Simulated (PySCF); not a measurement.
Mo(O)2(Cl)(OMe) (CH3ClMoO3), SMILES C[O][Mo](=[O])(=[O])[Cl], multiplicity 1.

Geometry: B3LYP-D3(BJ)/def2-SVP. The multiplicity is an assumed one; other spin states were not compared. The def2 effective core potentials stand for the cores of Mo; spin–orbit coupling is left out. One conformer was computed; it need not be the lowest.

Two levels are set side by side: TDA-PBE/def2-SVPD (PySCF) and TDA-PBE0/def2-SVPD (PySCF). Vertical, same geometry. The lowest singlet is HOMO→LUMO 52 %, HOMO−1→LUMO 23 %, HOMO→LUMO+1 15 % with PBE and HOMO−1→LUMO+1 42 %, HOMO→LUMO 28 %, HOMO→LUMO+1 11 % with the other functional; states are paired by order. Differences are taken from unrounded values.

| quantity | TDA-PBE0 |
|---|---|
| lowest singlet excitation (eV) | 4.68 |
| lowest triplet excitation (TDA) (eV) | 4.20 |

Q: What does TDA-PBE give, and how far is it from TDA-PBE0? (Estimate from the structure and the level; the computed values follow.)

A: 
```
quantity                              TDA-PBE  TDA-PBE minus TDA-PBE0
------------------------------------  -------  ----------------------
lowest singlet excitation (eV)           4.35                   -0.34
lowest triplet excitation (TDA) (eV)     3.95                   -0.26
```

Functionals without exact exchange tend to place singlet excitations lower, as here. Differences between two approximate levels are no errors against the true value.

Rough cost on one machine, each run with all the roots and properties that it gave: TDA-PBE0 against TDA-PBE about 2 times.
